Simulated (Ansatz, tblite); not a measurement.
Removing and adding an electron: the cluster ZrO3H2. The state is a singlet with charge 0. Geometry: PBE-D4/def2-TZVP. Ansatz, gas phase; energy differences of separate SCF runs; the oxidised species was run as a doublet alone; the reduced species was run as a doublet alone.

Cartesian coordinates in Å:
```
Zr -0.022 -0.495 -0.433
O -1.494 0.822 -0.593
O 1.424 0.045 -1.297
O 0.404 -1.030 1.427
H -1.546 1.684 -1.031
H 1.234 -1.027 1.926
```

In the def2 sets Zr takes a core potential; there is no spin–orbit coupling. The xTB rows come from tblite. HOMO above LUMO, or a gap near zero within one spin, warns that the state may not be the lowest or that an electron is smeared out. The structure comes from a short search, and lower isomers may exist.

| level | −HOMO (eV) | vertical IE (eV) | −LUMO (eV) | vertical EA (eV) | HOMO–LUMO gap (eV) | IE − EA (eV) | remarks |
| --- | --- | --- | --- | --- | --- | --- | --- |
| GFN1-xTB | 12.09 | 15.73 | 8.59 | 5.07 | 3.49 | 10.66 | – |
| GFN2-xTB | 10.79 | 14.60 | 7.91 | 4.67 | 2.88 | 9.93 | – |
| PBE-D4/def2-TZVP | 6.59 | 9.98 | 3.17 | – | 3.41 | – | gap within one spin near zero (+1 doublet) |
| PBE-D4/def2-TZVPD | 6.67 | – | 3.22 | 1.04 | 3.45 | – | HOMO above zero (-1 doublet) |
| r2SCAN-D4/def2-TZVP | 6.88 | 10.07 | 2.77 | – | 4.10 | – | – |
| r2SCAN-D4/def2-TZVPD | 6.93 | – | 2.79 | 1.06 | 4.14 | – | HOMO above zero (-1 doublet) |
| PBE0-D4/def2-TZVP | 8.16 | 10.28 | 2.47 | – | 5.69 | – | – |
| PBE0-D4/def2-TZVPD | 8.22 | – | 2.49 | 1.09 | 5.73 | – | HOMO above zero (-1 doublet) |

   A HOMO above zero means that the electron is unbound at that level or that self-interaction error raises the level; the energy of removing that electron tells which. Raw xTB energy differences between charge states are shifted by several eV; the methods need an empirical correction for them.
